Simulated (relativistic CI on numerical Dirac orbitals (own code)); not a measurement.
## Mg4+: calculation against measurement

Computed by Dirac-Coulomb-Breit CI, separate exchange-only KLI orbitals for each configuration, a model potential for QED, valence Slater integrals scaled by 0.85, P86 correlation energy added to each configuration (own radial code, finite nucleus).

Configurations in the expansion (outside the closed core 1s2): 2s2.2p4, 2s.2p5, 2p6, 2s2.2p3.3s, 2s2.2p3.3p, 2s2.2p3.3d, 2p5.3s, 2s2.2p3.4s, 2s.2p4.3s, 2p5.3p, 2s2.2p3.4p, 2s2.2p3.4d, 2s2.2p3.4f, 2p5.3d, 2s.2p4.3p, 2s2.2p2.3s2. Levels of other configurations are missing.

```csv
Configuration,Term (tabulated),J,Measured (cm⁻¹),Computed,Error,Purity (%)
2s2.2p4,3P,2,0.0,0,0,100
2s2.2p4,3P,1,1783.1,1772,-11,100
2s2.2p4,3P,0,2521.8,2496,-26,100
2s2.2p4,1D,2,35926.0,33073,-2853,100
2s2.2p4,1S,0,77279.0,66380,-10899,98
2s.2p5,3P°,2,283212.3,293031,9819,99
2s.2p5,3P°,1,284828.3,294636,9808,99
2s.2p5,3P°,0,285712.0,295507,9795,99
2s.2p5,1P°,1,397482.0,399660,2178,99
2p6,1S †,0,662970.0,699115,36145,98
2s2.2p3.3s,3S°,1,684541.0,687488,2947,99
2s2.2p3.3s,3D°,3,727742.0,726039,-1703,99
2s2.2p3.3s,3D°,2,727763.0,726038,-1725,99
2s2.2p3.3s,3D°,1,727782.0,726059,-1723,99
2s2.2p3.3s,1D°,2,735546.0,733449,-2097,99
2s2.2p3.3s,3P°,0,756545.0,749221,-7324,98
2s2.2p3.3s,3P°,1,756566.0,749268,-7298,97
2s2.2p3.3s,3P°,2,756641.0,749399,-7242,96
2s2.2p3.3s,1P°,1,764628.0,756873,-7755,97
2s2.2p3.3d,3D°,1,821974.0,826832,4858,99
2s2.2p3.3d,3D°,2,821989.0,826850,4861,99
2s2.2p3.3d,3D°,3,822066.0,826952,4886,99
2s2.2p3.3d,3D°,3,871216.0,870198,-1018,99
2s2.2p3.3d,3D°,2,871357.0,870278,-1079,99
2s2.2p3.3d,3D°,1,871390.0,870262,-1128,97
2s2.2p3.3d,1P°,1,873456.0,872008,-1448,95
2s2.2p3.3d,3P°,2,876795.0,875142,-1653,96
2s2.2p3.3d,3P°,1,877283.0,875660,-1623,96
2s2.2p3.3d,3P°,0,877463.0,875843,-1620,99
2s2.2p3.3d,1D°,2,877611.0,875593,-2018,96
2s2.2p3.3d,3S°,1,879515.0,876904,-2611,97
2s2.2p3.3d,1F°,3,882791.0,882210,-581,98
2s2.2p3.3d,3P°,0,898757.0,891634,-7123,98
2s2.2p3.3d,3P°,1,898962.0,891849,-7113,97
2s2.2p3.3d,3P°,2,899369.0,892258,-7111,97
2s2.2p3.3d,1D°,2,901474.0,896440,-5034,77
2s2.2p3.3d,3D° †,3,902152.0,895341,-6811,96
2s2.2p3.3d,3D° †,2,902509.0,895011,-7498,77
2s2.2p3.3d,3D°,1,902766.0,895298,-7468,97
2s2.2p3.3d,1F°,3,905370.0,899321,-6049,97
2s2.2p3.4s,3S°,1,910750.0,913624,2874,99
2s2.2p3.3d,1P°,1,914500.0,908000,-6500,97
2s.2p4.3s,3P,2,940449.0,950113,9664,93
2s.2p4.3s,3P,1,941944.0,951628,9684,93
2s.2p4.3s,3P,0,942634.0,952317,9683,93
2s2.2p3.4s,3D°,3,962075.0,959597,-2478,62
2s2.2p3.4s,3D°,2,962103.0,959615,-2488,75
2s2.2p3.4s,3D°,1,962114.0,959625,-2489,89
2s2.2p3.4s,1D°,2,964836.0,962238,-2598,99
2s2.2p3.4d,3D°,3,1013839.0,1012010,-1829,98
2s2.2p3.4d,3D°,2,1013897.0,1012032,-1865,97
2s2.2p3.4d,3D°,1,1013931.0,1012020,-1911,96
2s2.2p3.4d,3P°,2,1017620.0,1013073,-4547,56
2s2.2p3.4d,1D°,2,1018430.0,1016795,-1635,92
2s2.2p3.4d,1F°,3,1019500.0,1018756,-744,99
2s.2p4.3s,3D,1,1020345.0,1026044,5699,84
```

Measured levels from NIST levels in Kelleher and Podobedova, J. Phys. Chem. Ref. Data 37, 267 (2008); pairs were made by configuration, J and term (by order where the table uses no LS term), so strongly mixed levels may be paired wrongly.

Mean error by configuration (cm⁻¹): 2s2.2p4 -3447; 2s.2p5 7900; 2s2.2p3.3s -3769; 2s2.2p3.3d -2329; 2s2.2p3.4s -1436; 2s.2p4.3s 8683; 2s2.2p3.4d -2088. Over the excited levels the mean absolute error is 4253 cm⁻¹ (55 of the 61 excited levels that our extract of the source holds in range could be paired, and the others can miss by more), and the median relative error of those above 1,000 cm⁻¹ is 0.5 %. † marks terms whose computed intervals miss the measured ones by more than a factor of 2.5, or configurations far off the rest, from wrong mixing, a near crossing or a doubtful label or measurement; they are left out of the means.
